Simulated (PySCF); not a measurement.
C₃H₃N₂, SMILES [c]1ncc[nH]1, multiplicity 2.

Coordinates come from a PBE0-D3(BJ)/def2-SVP optimisation. The isomer is the one that the SMILES or the coordinates give; other isomers of the formula were not compared.

Level of theory: PySCF with PBE0-D3(BJ)/def2-SVP.

No scaling factor is applied to the harmonic values.

Problem. List the normal modes with their intensities. (An estimate is asked for; the answer gives what the named calculation found.)

Solution. 
```csv
mode,ν (cm⁻¹),IR (km/mol),moving atoms (share of kinetic energy)
1,525,59.2,"H 41 %, N 39 %, C 20 %"
2,631,15.0,"H 40 %, C 33 %, N 26 %"
3,641,10.7,"C 50 %, H 34 %, N 17 %"
4,750,56.4,"H 77 %, C 20 %"
5,832,31.0,"N 56 %, C 39 %"
6,874,6.3,"H 74 %, C 26 %"
7,941,0.1,"C 51 %, N 40 %, H 9 %"
8,1082,30.9,"H 74 %, C 14 %, N 12 %"
9,1096,23.7,"H 70 %, C 23 %"
10,1183,12.9,"C 41 %, N 33 %, H 25 %"
11,1219,13.9,"C 38 %, H 38 %, N 24 %"
12,1373,3.9,"C 52 %, H 31 %, N 16 %"
13,1438,19.6,"N 43 %, C 29 %, H 27 %"
14,1555,6.6,"C 78 %, H 16 %"
15,1647,67.5,"C 62 %, N 34 %"
16,3272,2.8,"H 92 %, C 8 %"
17,3299,0.5,"H 90 %, C 10 %"
18,3702,98.5,H 93 %
```
